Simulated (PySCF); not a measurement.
BiI2, multiplicity 2. Atoms are numbered in the order given.

```xyz
3

Bi     0.0000     0.0000    -0.9993
I      0.0000    -2.1659     0.7825
I      0.0000     2.1659     0.7825
```
Charge 0, spin multiplicity 2.

The structure is a stationary point at PBE0-D3(BJ)/def2-SVP. The multiplicity is an assumed one; other spin states were not compared. The isomer is the one that the SMILES or the coordinates give; other isomers of the formula were not compared. The def2 effective core potentials stand for the cores of Bi, I; spin–orbit coupling is left out.

Level of theory: TDA-PBE/def2-SVPD run with PySCF.

Vertical excitations. 

```
state    energy (eV)  λ (nm)      f                                main pairs
-------  -----------  ------  -----  ----------------------------------------
root 1          1.66     749  0.002                         α HOMO→LUMO 100 %
root 2          2.13     583  0.000                        α HOMO→LUMO+1 99 %
root 3          2.28     543  0.000                         β HOMO→LUMO 100 %
root 4          2.54     488  0.000                       β HOMO−2→LUMO 100 %
root 5          2.55     487  0.018     α HOMO−1→LUMO 6 %, β HOMO−1→LUMO 91 %
root 6          3.01     413  0.003    α HOMO−1→LUMO 60 %, β HOMO→LUMO+1 37 %
root 7          3.04     408  0.009                        β HOMO−3→LUMO 93 %
root 8          3.22     385  0.000  α HOMO−2→LUMO 70 %, β HOMO−1→LUMO+1 30 %
root 9          3.27     379  0.000  α HOMO−3→LUMO 74 %, β HOMO−2→LUMO+1 25 %
root 10         3.46     359  0.000  α HOMO−2→LUMO 30 %, β HOMO−1→LUMO+1 70 %
```
Unrestricted roots are not spin-pure.
